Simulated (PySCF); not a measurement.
PySCF input (TPSSh/def2-TZVPD):

```python
from pyscf import gto, scf, dft

mol = gto.M(
    atom='''
    Si   -0.26818235   -0.36006559    0.37185547
    H    -1.02968263   -1.36795845   -0.42623327
    F     0.53158173    0.71209740   -0.53108260
    ''',
    basis='def2-tzvpd',
    charge=0,
    spin=2,
    verbose=4,
)

mf = dft.UKS(mol, xc='tpssh').density_fit(auxbasis='def2-universal-jkfit')
mf.grids.level = 3
mf.conv_tol = 1e-9
mf.max_cycle = 100
mf.max_memory = 1500
mf.kernel()
if not mf.converged:
    mf = mf.newton()
    mf.kernel(mf.make_rdm1())
for _ in range(2):
    mo, _, stable, _ = mf.stability(return_status=True)
    if stable:
        break
    mf.kernel(mf.make_rdm1(mo, mf.mo_occ))
mf.analyze()
```

End of the output:

```
Extra cycle  E= -389.944338962021  delta_E= -1.7e-11  |g|= 1.86e-06  |ddm|= 6.8e-06
converged SCF energy = -389.944338962021  <S^2> = 2.0029955  2S+1 = 3.0019963
uhf_internal: lowest eigs of H = [0.21274085 0.3155873  0.34920931]
<class 'pyscf.df.df_jk.DFUKS'> wavefunction is stable in the internal stability analysis
**** SCF Summaries ****
Total Energy =                        -389.944338962020879
Nuclear Repulsion Energy =              48.103363150923563
One-electron Energy =                 -636.618340913631414
Two-electron Energy =                  198.570638800687021
Two-electron Coulomb Energy =          230.333827398277606
DFT Exchange-Correlation Energy =      -31.763188597590585
HOMO-LUMO gap [eV] =                     0.441231232487459
**** MO energy ****
                             alpha | beta                alpha | beta
MO #1   energy= -66.041753315682   | -66.0351423962176  occ= 1 | 1
MO #2   energy= -24.6128965993051  | -24.6081441202132  occ= 1 | 1
MO #3   energy= -5.26798217945652  | -5.26053488073995  occ= 1 | 1
MO #4   energy= -3.61751409730343  | -3.61009958329351  occ= 1 | 1
MO #5   energy= -3.61666438000793  | -3.60682912838239  occ= 1 | 1
MO #6   energy= -3.61366213322794  | -3.60286932470275  occ= 1 | 1
MO #7   energy= -1.17819644458869  | -1.16901801855806  occ= 1 | 1
MO #8   energy= -0.543324956396233 | -0.515929863293707 occ= 1 | 1
MO #9   energy= -0.450174948786425 | -0.429591831939602 occ= 1 | 1
MO #10  energy= -0.434276724396786 | -0.41924827808177  occ= 1 | 1
MO #11  energy= -0.425079706505807 | -0.400596038848881 occ= 1 | 1
MO #12  energy= -0.28278426073485  | -0.163785077111584 occ= 1 | 0
MO #13  energy= -0.18000002596289  | -0.0723084327813552 occ= 1 | 0
MO #14  energy= -0.0348167861712393 | -0.00709605261268456 occ= 0 | 0
MO #15  energy= 0.010463701452822  | 0.0310531805701401 occ= 0 | 0
MO #16  energy= 0.0262777984018022 | 0.0672818374000258 occ= 0 | 0
MO #17  energy= 0.0646501160361391 | 0.0873605464408825 occ= 0 | 0
MO #18  energy= 0.0775368918409214 | 0.0915841550053501 occ= 0 | 0
MO #19  energy= 0.083513680472967  | 0.103482883633247  occ= 0 | 0
MO #20  energy= 0.0940906909108329 | 0.10975814040754   occ= 0 | 0
MO #21  energy= 0.0998867752798253 | 0.116865698525517  occ= 0 | 0
MO #22  energy= 0.10914218429394   | 0.131044755577744  occ= 0 | 0
MO #23  energy= 0.135895598545295  | 0.153722913388621  occ= 0 | 0
MO #24  energy= 0.150761549176105  | 0.176081600109878  occ= 0 | 0
MO #25  energy= 0.183329473642979  | 0.199384433360303  occ= 0 | 0
MO #26  energy= 0.225607132774242  | 0.25058882030029   occ= 0 | 0
MO #27  energy= 0.243686026551894  | 0.276208767230936  occ= 0 | 0
MO #28  energy= 0.249291687078906  | 0.280063417932097  occ= 0 | 0
MO #29  energy= 0.264993633524304  | 0.283851581976497  occ= 0 | 0
MO #30  energy= 0.28695004680057   | 0.299664170838491  occ= 0 | 0
MO #31  energy= 0.300000405347924  | 0.340666477103905  occ= 0 | 0
MO #32  energy= 0.321343269516396  | 0.344853701043262  occ= 0 | 0
MO #33  energy= 0.326138031101753  | 0.366312008030338  occ= 0 | 0
MO #34  energy= 0.33631245987888   | 0.368398518354072  occ= 0 | 0
MO #35  energy= 0.376951321541412  | 0.390971445828315  occ= 0 | 0
MO #36  energy= 0.446142488568564  | 0.476747791981875  occ= 0 | 0
MO #37  energy= 0.499443778230918  | 0.517381553325245  occ= 0 | 0
MO #38  energy= 0.52921695334025   | 0.535384436048367  occ= 0 | 0
MO #39  energy= 0.5299332266535    | 0.542628233112635  occ= 0 | 0
MO #40  energy= 0.601186674890945  | 0.610885682135994  occ= 0 | 0
MO #41  energy= 0.615363562422493  | 0.619867492662717  occ= 0 | 0
MO #42  energy= 0.634249085447713  | 0.659581144248462  occ= 0 | 0
MO #43  energy= 0.682355622324501  | 0.693232587965714  occ= 0 | 0
MO #44  energy= 0.810514604278723  | 0.825508539219188  occ= 0 | 0
MO #45  energy= 0.848224255722595  | 0.862444423231424  occ= 0 | 0
MO #46  energy= 0.973552857839891  | 1.00357695710623   occ= 0 | 0
MO #47  energy= 0.975471385675728  | 1.02163380229492   occ= 0 | 0
MO #48  energy= 1.00476888263443   | 1.03792088798627   occ= 0 | 0
MO #49  energy= 1.02816192761346   | 1.05596858107263   occ= 0 | 0
MO #50  energy= 1.03999839717298   | 1.06202542440707   occ= 0 | 0
MO #51  energy= 1.04380366122974   | 1.07507748264691   occ= 0 | 0
MO #52  energy= 1.06287655588771   | 1.08814639396986   occ= 0 | 0
MO #53  energy= 1.07310864549991   | 1.11871598275378   occ= 0 | 0
MO #54  energy= 1.07694954541893   | 1.12131905493283   occ= 0 | 0
MO #55  energy= 1.15787354358641   | 1.18025806747781   occ= 0 | 0
MO #56  energy= 1.17381994196992   | 1.20754820518269   occ= 0 | 0
MO #57  energy= 1.19610443340307   | 1.22256782808433   occ= 0 | 0
MO #58  energy= 1.30851353061039   | 1.33585369865745   occ= 0 | 0
MO #59  energy= 1.43889906222686   | 1.46386405232731   occ= 0 | 0
MO #60  energy= 1.44828465885906   | 1.47791473502249   occ= 0 | 0
MO #61  energy= 1.47626261456882   | 1.51132219552581   occ= 0 | 0
MO #62  energy= 1.59394581449425   | 1.62222103837887   occ= 0 | 0
MO #63  energy= 1.88340302723198   | 1.94793021671963   occ= 0 | 0
MO #64  energy= 1.94951710429393   | 2.00515890763617   occ= 0 | 0
MO #65  energy= 2.21844326150962   | 2.22551020860249   occ= 0 | 0
MO #66  energy= 2.22365909792485   | 2.23306026977517   occ= 0 | 0
MO #67  energy= 2.36179953784759   | 2.40818762782433   occ= 0 | 0
MO #68  energy= 2.41635969147682   | 2.42858486186683   occ= 0 | 0
MO #69  energy= 2.52241494007517   | 2.56807735114327   occ= 0 | 0
MO #70  energy= 2.68443774448581   | 2.70260030961371   occ= 0 | 0
MO #71  energy= 2.88890093422376   | 2.9861499017548    occ= 0 | 0
MO #72  energy= 3.30400825729116   | 3.31419560927063   occ= 0 | 0
MO #73  energy= 3.3536453788772    | 3.36236159544297   occ= 0 | 0
MO #74  energy= 3.78889978388218   | 3.79749029872557   occ= 0 | 0
MO #75  energy= 4.15629989585944   | 4.16646618112729   occ= 0 | 0
MO #76  energy= 6.01734654283169   | 6.04389884982331   occ= 0 | 0
MO #77  energy= 6.12975552312149   | 6.15412776374919   occ= 0 | 0
MO #78  energy= 6.26598132458062   | 6.28337912640105   occ= 0 | 0
MO #79  energy= 6.89223645647981   | 6.90077889514908   occ= 0 | 0
MO #80  energy= 6.8933076182245    | 6.90168753348421   occ= 0 | 0
MO #81  energy= 6.90528446719477   | 6.91363042607078   occ= 0 | 0
MO #82  energy= 6.91173194464137   | 6.92039323965707   occ= 0 | 0
MO #83  energy= 6.99204972487058   | 7.0011489087488    occ= 0 | 0
MO #84  energy= 7.00010013359897   | 7.00803857819831   occ= 0 | 0
MO #85  energy= 7.16144023961377   | 7.17283059709834   occ= 0 | 0
MO #86  energy= 8.42419968459537   | 8.43697197377172   occ= 0 | 0
MO #87  energy= 8.43275162430911   | 8.44561795204817   occ= 0 | 0
MO #88  energy= 8.54782430551778   | 8.56094480721126   occ= 0 | 0
MO #89  energy= 8.56637625934858   | 8.57710135369165   occ= 0 | 0
MO #90  energy= 8.72492841680512   | 8.73726435649232   occ= 0 | 0
MO #91  energy= 10.781187909104    | 10.8022256467717   occ= 0 | 0
MO #92  energy= 57.1547594438862   | 57.1600854584931   occ= 0 | 0

To work with the spin densities directly, `use mulliken_meta_spin()` only printing them here.

 ** Mulliken spin pop alpha/beta on meta-lowdin orthogonal AOs **
 ** Mulliken Spin Density (per AO)  **
spin_pop of  0 Si 1s       -0.00000
spin_pop of  0 Si 2s        0.00002
spin_pop of  0 Si 3s        0.34203
spin_pop of  0 Si 4s        0.00308
spin_pop of  0 Si 5s        0.00011
spin_pop of  0 Si 6s        0.00005
spin_pop of  0 Si 2px      -0.00000
[...]
```

This is an excited triplet: at this geometry the singlet lies 1.43 eV lower at CCSD(T)/CBS(aug-cc-pV(T+d)Z,aug-cc-pV(Q+d)Z).
